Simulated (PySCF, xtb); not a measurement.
F₂H₄SSi₂, SMILES F[SiH](F)S[SiH3]. Other conformers were not sampled.

Harmonic wavenumbers (cm⁻¹) from GFN2-xTB (xtb) at its own minimum, in rising order: 33, 88, 97, 164, 225, 278, 464, 519, 530, 567, 591, 649, 742, 763, 766, 844, 866, 2323, 2329, 2368, 2536.

### Question
What does PBE-D3(BJ)/def2-SVP (PySCF) give at its own minimum? (The exact figures need the calculation; the answer reports its results.)

### Answer
27, 111, 143, 208, 270, 342, 470, 519, 602, 615, 766, 804, 837, 896, 905, 914, 931, 2181, 2199, 2201, 2254. Paired by order, the mean absolute difference is 91 cm⁻¹ and the zero-point energies are 25.4 and 26.0 kcal/mol.
